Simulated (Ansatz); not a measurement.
glyoxal (C₂H₂O₂), singlet, geometry from GFN2-xTB. Base run: CCSD(T)/3-21G run with Ansatz (a first-principles code).

Here is a job for Ansatz.
Ansatz 0.2 input:
```yaml
crystal:
  periodic: [false, false, false]
  atoms:
    - {symbol: C, position_ang: [0.02026430, 0.75833993, 0.00748046]}
    - {symbol: C, position_ang: [-0.02026430, -0.75833993, -0.00748046]}
    - {symbol: O, position_ang: [1.03960208, 1.38537393, 0.03158832]}
    - {symbol: H, position_ang: [-0.97907997, 1.22841153, -0.00597192]}
    - {symbol: O, position_ang: [-1.03960208, -1.38537393, -0.03158832]}
    - {symbol: H, position_ang: [0.97907997, -1.22841153, 0.00597192]}
basis:
  gaussian:
    orbitals: 3-21G.json
magnetization: {spin_polarized: false}
correlation: {method: ccsd_t}
```
The basis file holds 3-21G in the JSON format of the Basis Set Exchange.

The base run was repeated with changes; each row names its change, and settings that it needs were set with it.

```csv
change,ΔE vs base (mEh),MP2 correlation (Eh),CC correlation without the perturbative part (Eh),basis functions
base,0.000,-0.42148,-0.43344,40
diis_vectors = 4,0.000,-0.42148,-0.43344,40
electrons = all,-6.429,-0.42836,-0.43976,40
electrons = outside_noble_gas,0.000,-0.42148,-0.43344,40
method = rpa,14.251,-,-,40
"fitting = cc-pVTZ-JKFIT (mean field), cc-pVTZ-RIFIT (correlation)",0.081,-0.42148,-0.43344,40
diis_vectors = 2,0.000,-0.42148,-0.43344,40
method = mp2,26.462,-0.42148,-,40
method = bccd_t,-0.141,-0.42148,-0.43146,40
accuracy = high,-0.016,-0.42149,-0.43345,40
```
